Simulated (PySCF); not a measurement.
# Rb: excitation energy

Rb [Kr] 5s1 (2S) → Rb [Kr] 5p1 (2P), as a difference of total energies. Calculation: PySCF 2.14, in def2-TZVPPD with the def2 core potential (28 electrons); scalar relativity through the core potential. Correlated levels: valence and next inner shell: nothing frozen outside the core potential. The calculations carry no spin-orbit coupling.

| method | excitation energy (cm⁻¹) |
| --- | --- |
| UHF | 10910 |
| MP2 (valence and next inner shell) | 12367 |
| SCS-MP2 (valence and next inner shell) | 12067 |
| CCSD (valence and next inner shell) | 12449 |
| CCSD(T) (valence and next inner shell) | 12507 |

Errors of the correlated levels include the incompleteness of this basis.

For comparison: 12737 cm⁻¹ (measured; NIST levels, between the centres of gravity of the two terms).
